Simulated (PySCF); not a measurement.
# Correlation energy of Ge(3+) (germanium, charge +3)

[Ar] 3d10 4s1, 2S determinant. All numbers are calculated (PySCF 2.14, the spin-free X2C one-electron Hamiltonian (Gaussian nucleus), in ANO-RCC-VTZP (6s5p3d1f, 43 functions)). Frozen: [Ne]; 19 electrons correlated.

| level | correlation energy (mhartree) |
| --- | --- |
| CCSD | -517.93 |
| (T) | -3.72 |
| CCSD(T) | -521.65 |

Diagnostics: T1 = 0.0053, D1 = 0.0115, largest double amplitude 0.017.

Cost of the coupled-cluster step: roughly 4 core-seconds, for 19 correlated electrons.

Iterations:

```
CC2 = 0
CCSD nocc = (np.int64(10), np.int64(9)), nmo = (38, 38)
frozen orbitals [[0, 1, 2, 3, 4], [0, 1, 2, 3, 4]]
max_cycle = 100
direct = 0
conv_tol = 1e-08
conv_tol_normt = 1e-06
diis_space = 8
diis_start_cycle = 0
Init t2, MP2 energy = -0.572984019816024
Init E_corr(UCCSD) = -0.572984019854976
cycle = 1  E_corr(UCCSD) = -0.502425783709221  dE = 0.0705582361  norm(t1,t2) = 0.0539291
cycle = 2  E_corr(UCCSD) = -0.520814773308725  dE = -0.0183889896  norm(t1,t2) = 0.0151223
cycle = 3  E_corr(UCCSD) = -0.517945442468488  dE = 0.00286933084  norm(t1,t2) = 0.00602802
cycle = 4  E_corr(UCCSD) = -0.517844545411504  dE = 0.000100897057  norm(t1,t2) = 0.000692478
cycle = 5  E_corr(UCCSD) = -0.517939764888556  dE = -9.52194771e-05  norm(t1,t2) = 0.000106429
cycle = 6  E_corr(UCCSD) = -0.517934274253856  dE = 5.4906347e-06  norm(t1,t2) = 1.46816e-05
cycle = 7  E_corr(UCCSD) = -0.517933834516747  dE = 4.39737108e-07  norm(t1,t2) = 2.03176e-06
cycle = 8  E_corr(UCCSD) = -0.517933981043383  dE = -1.46526635e-07  norm(t1,t2) = 4.34432e-07
cycle = 9  E_corr(UCCSD) = -0.517933991013881  dE = -9.97049887e-09  norm(t1,t2) = 5.54952e-08
UCCSD converged
E(UCCSD) = -2095.555291728311  E_corr = -0.5179339910138814
UCCSD(T) correction = -0.00372461832643373
```
